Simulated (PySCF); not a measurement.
**Core-level binding energies of `N#CC[SiH2][SiH3]`**

Species: C2H7NSi2.
Cartesian coordinates in Å at the PBE0-D3(BJ)/def2-SVP level; atoms count from 1:
```xyz
12
C2H7NSi2 angstrom
N     -1.5122   -2.1907   -1.2446
C     -1.5696   -1.2280   -0.6025
C     -1.5756   -0.0134    0.1858
Si    -0.0119    1.0497   -0.1301
Si     1.9185   -0.2233    0.2519
H     -2.4721    0.5827   -0.0500
H     -1.6222   -0.2703    1.2567
H     -0.0572    1.5464   -1.5382
H     -0.0874    2.2211    0.7968
H      1.9991   -1.3364   -0.7391
H      3.1247    0.6504    0.1260
H      1.8684   -0.7895    1.6353
```

Computed, not measured: PySCF, delta-SCF UKS SCAN, pcX-2 on the ionised atom, pcseg-1 elsewhere, spin-free X2C. Vertical ΔSCF values, vacuum level as zero.

What binding energy does each computed site have?

| atom(s) | bonded to | level | binding energy (eV) | 2p1/2 (eV) | above the level's lowest (eV) | count |
| --- | --- | --- | --- | --- | --- | --- |
| N1 | C (triple bond) | N 1s | 404.87 | – | 0.00 | 1 |
| C2 | N (triple bond) and C | C 1s | 292.30 | – | +0.42 | 1 |
| C3 | C, 2 H and Si | C 1s | 291.88 | – | 0.00 | 1 |
| Si4 | C, 2 H and Si | Si 2p3/2 | 106.99 | 107.61 | +0.14 | 1 |
| Si4 | C, 2 H and Si | Si 1s | 1846.71 | – | +0.18 | 1 |
| Si5 | 3 H and Si | Si 2p3/2 | 106.85 | 107.47 | 0.00 | 1 |
| Si5 | 3 H and Si | Si 1s | 1846.53 | – | 0.00 | 1 |

The listed C 1s values span 0.42 eV, from C3 (bonded to C, 2 H and Si) to C2 (bonded to N (triple bond) and C).

The 2 Si 1s values lie within 0.18 eV of each other; Gaussian lines of 0.5 eV full width would blend them into one maximum.

The 2 Si 2p3/2 values lie within 0.14 eV of each other.

Which effective nuclear charge Zeff reproduces each element's mean 1s value in the hydrogen-like formula E = 13.606 eV × Zeff²?

C (Z = 6): mean 292.1 eV, Zeff = 4.63, Z − Zeff = 1.37; N (Z = 7): mean 404.9 eV, Zeff = 5.46, Z − Zeff = 1.54; Si (Z = 14): mean 1846.6 eV, Zeff = 11.65, Z − Zeff = 2.35. Means run over the listed sites, weighted by atom count.

Spin–orbit coupling isn't in the SCF: each 2p doublet comes from a relaxed spin-free hole plus a matrix of the shell (mean-field spin–orbit coupling and the ground-state 2p splitting), with 2p3/2 averaged over its two sublevels. 2p1/2 minus 2p3/2 (ligand field included): Si 0.62 eV. Isolated species at its PBE0-D3(BJ)/def2-SVP geometry (one conformer only).
